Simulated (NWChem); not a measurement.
System: C3H7NSi; SMILES C(=N\[SiH3])/C=C

NWChem input:

```
start job
memory heap 200 mb stack 900 mb global 1100 mb
geometry units angstroms noautosym nocenter noautoz
  C      0.755210     2.549747     0.000000
  C     -0.460535     1.990774     0.000000
  C     -0.668315     0.530506     0.000000
  N      0.287765    -0.306429     0.000000
  Si     0.125396    -2.050713     0.000000
  H      1.643675     1.911024     0.000000
  H      0.890092     3.633912     0.000000
  H     -1.361591     2.613092     0.000000
  H     -1.739351     0.227628     0.000000
  H     -0.612949    -2.521836     1.215930
  H     -0.612949    -2.521836    -1.215930
  H      1.482223    -2.663646     0.000000
end
basis spherical
  C library sto-3g
  N library sto-3g
  Si library sto-3g
  H library sto-3g
end
dft
  xc hfexch
  iterations 150
end
property
  shielding 11 1 2 3 4 5 6 7 8 9 10 12
end
task dft property
```

Parts of the log:

```
             Northwest Computational Chemistry Package (NWChem) 7.3.0
             --------------------------------------------------------

                             Geometry "geometry" -> ""
                             -------------------------

 Output coordinates in angstroms (scale by  1.889725989 to convert to a.u.)

  No.       Tag          Charge          X              Y              Z
 ---- ---------------- ---------- -------------- -------------- --------------
    1 C                    6.0000     0.75521000     2.54974700     0.00000000
    2 C                    6.0000    -0.46053500     1.99077400     0.00000000
    3 C                    6.0000    -0.66831500     0.53050600     0.00000000
    4 N                    7.0000     0.28776500    -0.30642900     0.00000000
    5 Si                  14.0000     0.12539600    -2.05071300     0.00000000
    6 H                    1.0000     1.64367500     1.91102400     0.00000000
    7 H                    1.0000     0.89009200     3.63391200     0.00000000
    8 H                    1.0000    -1.36159100     2.61309200     0.00000000
    9 H                    1.0000    -1.73935100     0.22762800     0.00000000
   10 H                    1.0000    -0.61294900    -2.52183600     1.21593000
   11 H                    1.0000    -0.61294900    -2.52183600    -1.21593000
   12 H                    1.0000     1.48222300    -2.66364600     0.00000000

 Effective nuclear repulsion energy (a.u.)     198.7012697719

  xc_inp: hfexch multiplicative factor not found.
                              NWChem Property Module
                              ----------------------

  itol2e modified to match energy
  convergence criterion.

                                 NWChem DFT Module
                                 -----------------

 Summary of "ao basis" -> "ao basis" (spherical)
 ------------------------------------------------------------------------------
       Tag                 Description            Shells   Functions and Types
 ---------------- ------------------------------  ------  ---------------------
 C                           sto-3g                  3        5   2s1p
 N                           sto-3g                  3        5   2s1p
 Si                          sto-3g                  5        9   3s2p
 H                           sto-3g                  1        1   1s

  itol2e modified to match energy
  convergence criterion.

            General Information
            -------------------
          SCF calculation type: DFT
          Wavefunction type:  closed shell.
          No. of atoms     :    12
          No. of electrons :    46
           Alpha electrons :    23
            Beta electrons :    23
          Charge           :     0
          Spin multiplicity:     1
          Use of symmetry is: off; symmetry adaption is: off
          Maximum number of iterations: 150
          AO basis - number of functions:    36
                     number of shells:    24
          Convergence on energy requested:  1.00D-07
          Convergence on density requested:  1.00D-05
          Convergence on gradient requested:  5.00D-04

              XC Information
              --------------
                     Hartree-Fock (Exact) Exchange  1.000

      Superposition of Atomic Density Guess
      -------------------------------------

 Sum of atomic energies:        -453.86797554

      Non-variational initial energy
      ------------------------------

 Total energy =    -454.730802
 1-e energy   =   -1025.677616
 2-e energy   =     372.245544
 HOMO         =      -0.119193
 LUMO         =       0.146720

   convergence    iter        energy       DeltaE   RMS-Dens  Diis-err
 ---------------- ----- ----------------- --------- --------- ---------
 d= 0,ls=0.0,diis     1   -455.4697602902 -6.54D+02  2.54D-02  4.38D-01
 d= 0,ls=0.0,diis     2   -455.5322585304 -6.25D-02  9.88D-03  1.80D-01
 d= 0,ls=0.0,diis     3   -455.5557585050 -2.35D-02  3.28D-03  3.99D-03
 d= 0,ls=0.0,diis     4   -455.5571873628 -1.43D-03  9.29D-04  6.33D-04
 d= 0,ls=0.0,diis     5   -455.5573521790 -1.65D-04  5.95D-04  1.50D-04
  Resetting Diis
 d= 0,ls=0.0,diis     6   -455.5573991144 -4.69D-05  2.37D-04  1.20D-05
 d= 0,ls=0.0,diis     7   -455.5574041201 -5.01D-06  2.18D-05  3.92D-07
 d= 0,ls=0.0,diis     8   -455.5574042277 -1.08D-07  1.27D-05  5.74D-08
 d= 0,ls=0.0,diis     9   -455.5574042557 -2.80D-08  6.93D-06  2.35D-08

         Total DFT energy =     -455.557404255713
      One electron energy =    -1023.276845509083
           Coulomb energy =      414.168062623923
    Exchange-Corr. energy =      -45.149891142442
 Nuclear repulsion energy =      198.701269771890

 Numeric. integr. density =        0.000000000000

                       DFT Final Molecular Orbital Analysis
                       ------------------------------------

 Vector   21  Occ=2.000000D+00  E=-3.971963D-01
              MO Center= -2.8D-01, -1.9D-02, -1.4D-14, r^2= 4.7D+00
   Bfn.  Coefficient  Atom+Function         Bfn.  Coefficient  Atom+Function
  ----- ------------  ---------------      ----- ------------  ---------------
    15      0.431271   3 C  pz               10      0.379284   2 C  pz
    20      0.319884   4 N  pz               34     -0.309755  10 H  s
    35      0.309755  11 H  s                 5      0.279107   1 C  pz
    29     -0.238803   5 Si pz               25      0.100494   5 Si pz

 Vector   22  Occ=2.000000D+00  E=-2.893131D-01
              MO Center=  8.9D-02, -2.5D-01,  2.5D-15, r^2= 2.1D+00
   Bfn.  Coefficient  Atom+Function         Bfn.  Coefficient  Atom+Function
  ----- ------------  ---------------      ----- ------------  ---------------
    18      0.683477   4 N  px               19      0.403143   4 N  py
    17      0.333043   4 N  s                33      0.314646   9 H  s
     9      0.219463   2 C  py               28     -0.215603   5 Si py
    34      0.163404  10 H  s                35      0.163404  11 H  s
     7     -0.143073   2 C  s                13     -0.142891   3 C  px

[...]

          -----------------------------------------
          Chemical Shielding Tensors (GIAO, in ppm)
          -----------------------------------------

                                NWChem CPHF Module
                                ------------------

  scftype          =     RHF
  nclosed          =       23
  nopen            =        0
  variables        =      299
  # of vectors     =        3
  tolerance        = 0.10D-03
  level shift      = 0.00D+00
  max iterations   =       50
  max subspace     =       30

 SCF residual:    4.0670066783389849E-005

Iterative solution of linear equations
  No. of variables      299
  No. of equations        3
  Maximum subspace       30
        Iterations       50
       Convergence  1.0D-04

   iter   nsub   residual    time
   ----  ------  --------  ---------
     1      3    1.82D+00       8.3
     2      6    6.17D-01       8.9
     3      9    1.62D-01       9.4
     4     12    5.88D-02       9.9
     5     15    7.13D-03      10.4
     6     18    1.41D-03      10.9
     7     21    1.97D-04      11.4
     8     24    1.47D-05      12.0

      Atom:    1  C
        Diamagnetic
    261.5098      5.0809     -0.0000
      5.0809    259.7622      0.0000
     -0.0000      0.0000    239.3838

        Paramagnetic
   -142.7013     40.0780     -0.0000
     40.0780   -220.2081     -0.0000
     -0.0000     -0.0000    -14.4630

        Total Shielding Tensor
    118.8085     45.1589     -0.0000
     45.1589     39.5541     -0.0000
     -0.0000     -0.0000    224.9208

           isotropic =     127.7612
          anisotropy =     145.7395

          Principal Components and Axis System
                 1           2           3
              224.9208    139.2616     19.1010

      1         0.0000      0.9109     -0.4126
      2         0.0000      0.4126      0.9109
      3         1.0000      0.0000      0.0000

      Atom:    2  C
        Diamagnetic
    258.3820      4.0025     -0.0000
      4.0025    265.5789      0.0000
     -0.0000      0.0000    236.3519

        Paramagnetic
   -144.3818     48.3905      0.0000
     48.3905   -224.8529      0.0000
      0.0000      0.0000    -19.2378

        Total Shielding Tensor
    114.0002     52.3930      0.0000
     52.3930     40.7260      0.0000
      0.0000      0.0000    217.1141

           isotropic =     123.9468
          anisotropy =     139.7510

          Principal Components and Axis System
                 1           2           3
              217.1141    141.2951     13.4310

      1         0.0000      0.8869     -0.4620
      2         0.0000      0.4620      0.8869
      3         1.0000      0.0000      0.0000

      Atom:    3  C
        Diamagnetic
    256.2487     -2.4997     -0.0000
     -2.4997    269.3835     -0.0000
     -0.0000     -0.0000    237.4338

        Paramagnetic
   -173.8464    -74.1817     -0.0000
    -74.1817   -222.1731      0.0000
     -0.0000      0.0000    -45.9410

        Total Shielding Tensor
     82.4023    -76.6813     -0.0000
    -76.6813     47.2104      0.0000
     -0.0000      0.0000    191.4927

           isotropic =     107.0352
          anisotropy =     126.6864

          Principal Components and Axis System
                 1           2           3
              191.4927    143.4807    -13.8679

      1         0.0000      0.7822      0.6230
      2         0.0000     -0.6230      0.7822
      3         1.0000      0.0000      0.0000

      Atom:    4  N
        Diamagnetic
    312.1894    -10.5552      0.0000
    -10.5552    339.4015     -0.0000
      0.0000     -0.0000    301.5311

        Paramagnetic
   -351.1428    157.2116      0.0000
    157.2116   -776.2598      0.0000
      0.0000      0.0000    107.7258

        Total Shielding Tensor
    -38.9533    146.6564      0.0000
    146.6564   -436.8583      0.0000
      0.0000      0.0000    409.2569

           isotropic =     -22.1849
          anisotropy =    -694.3278

          Principal Components and Axis System
                 1           2           3
             -485.0701    409.2569      9.2585

      1        -0.3123      0.0000      0.9500
      2         0.9500      0.0000      0.3123
      3         0.0000      1.0000      0.0000

      Atom:    5  Si
        Diamagnetic
    864.4808     -0.3480      0.0000
     -0.3480    873.3892     -0.0000
      0.0000     -0.0000    864.2401

        Paramagnetic
   -248.0017     -1.5666     -0.0000
     -1.5666   -206.9954      0.0000
     -0.0000      0.0000   -272.8592

        Total Shielding Tensor
    616.4792     -1.9147     -0.0000
     -1.9147    666.3938      0.0000
     -0.0000      0.0000    591.3809

           isotropic =     624.7513
          anisotropy =      62.5738

          Principal Components and Axis System
                 1           2           3
              666.4672    616.4058    591.3809

      1        -0.0383      0.9993      0.0000
      2         0.9993      0.0383     -0.0000
      3         0.0000      0.0000      1.0000

      Atom:    6  H
        Diamagnetic
     37.9306     -3.4466     -0.0000
     -3.4466     31.6190      0.0000
     -0.0000      0.0000     22.6138

        Paramagnetic
     -7.8103      5.7018     -0.0000
      5.7018     -6.4985      0.0000
     -0.0000      0.0000      1.2924

        Total Shielding Tensor
     30.1202      2.2551     -0.0000
      2.2551     25.1205      0.0000
     -0.0000      0.0000     23.9062

           isotropic =      26.3823
          anisotropy =       6.9072

          Principal Components and Axis System
                 1           2           3
               30.9871     24.2536     23.9062

      1         0.9334     -0.3588      0.0000
      2         0.3588      0.9334     -0.0000
      3         0.0000      0.0000      1.0000

      Atom:    7  H
        Diamagnetic
     27.3850      3.8894     -0.0000
      3.8894     41.8688      0.0000
     -0.0000      0.0000     24.3996

        Paramagnetic
      1.7869     -1.3571     -0.0000
     -1.3571    -15.5998     -0.0000
     -0.0000     -0.0000      2.0065

        Total Shielding Tensor
     29.1719      2.5323     -0.0000
      2.5323     26.2690     -0.0000
     -0.0000     -0.0000     26.4061

           isotropic =      27.2823
          anisotropy =       5.0354

          Principal Components and Axis System
                 1           2           3
               30.6392     26.4061     24.8016

      1         0.8652      0.0000     -0.5014
      2         0.5014      0.0000      0.8652
      3         0.0000      1.0000      0.0000

      Atom:    8  H
        Diamagnetic
     37.2106     -7.2309     -0.0000
     -7.2309     33.8767      0.0000
     -0.0000      0.0000     23.5910

        Paramagnetic
     -7.9244      8.9531     -0.0000
      8.9531     -8.7182      0.0000
     -0.0000      0.0000      1.8083

        Total Shielding Tensor
     29.2861      1.7222     -0.0000
      1.7222     25.1584      0.0000
     -0.0000      0.0000     25.3993

           isotropic =      26.6146
          anisotropy =       4.9435

          Principal Components and Axis System
                 1           2           3
               29.9103     25.3993     24.5343

      1         0.9402      0.0000     -0.3407
      2         0.3407      0.0000      0.9402
      3         0.0000      1.0000      0.0000

      Atom:    9  H
        Diamagnetic
     41.0491      3.1402     -0.0000
      3.1402     31.0058     -0.0000
     -0.0000     -0.0000     22.3382

        Paramagnetic
    -13.0404     -4.6204     -0.0000
     -4.6204     -7.6408     -0.0000
     -0.0000     -0.0000      2.4028

        Total Shielding Tensor
     28.0087     -1.4802     -0.0000
     -1.4802     23.3650     -0.0000
     -0.0000     -0.0000     24.7410

           isotropic =      25.3716
          anisotropy =       4.6033

          Principal Components and Axis System
                 1           2           3
               28.4404     24.7410     22.9333

      1         0.9600      0.0000      0.2800
      2        -0.2800      0.0000      0.9600
      3         0.0000      1.0000      0.0000

      Atom:   10  H
        Diamagnetic
     29.3319      2.1484     -4.9244
      2.1484     30.9777     -4.2318
     -4.9244     -4.2318     34.3234

        Paramagnetic
      0.0701     -0.4794      1.6191
     -0.4794     -1.4107      1.5677
      1.6191      1.5677     -1.2644

        Total Shielding Tensor
     29.4019      1.6690     -3.3053
      1.6690     29.5670     -2.6641
     -3.3053     -2.6641     33.0590

           isotropic =      30.6760
          anisotropy =       8.6521

          Principal Components and Axis System
                 1           2           3
               36.4440     28.1395     27.4443

      1        -0.4653     -0.1141      0.8778
      2        -0.4157      0.9037     -0.1029
      3         0.7815      0.4127      0.4679

      Atom:   11  H
        Diamagnetic
     36.9242     -5.6191      0.0000
     -5.6191     31.3866      0.0000
      0.0000      0.0000     26.7327

        Paramagnetic
     -2.8832      3.0555     -0.0000
      3.0555     -1.5635      0.0000
     -0.0000      0.0000      0.1823

        Total Shielding Tensor
     34.0410     -2.5635     -0.0000
     -2.5635     29.8231      0.0000
     -0.0000      0.0000     26.9149

           isotropic =      30.2597
          anisotropy =       7.4879

          Principal Components and Axis System
                 1           2           3
               35.2516     28.6125     26.9149

[...]
```

Level: Hartree-Fock/STO-3G, GIAO. STO-3G and 3-21G are far too small for this property and stand as cheap habits. Geometry: optimised at PBE0/def2-SVP. Not confirmed as a minimum by frequencies. The output numbers the shielded atoms by their place in the input's list. The printed shielding anisotropy is the first printed principal value minus the mean of the other two.
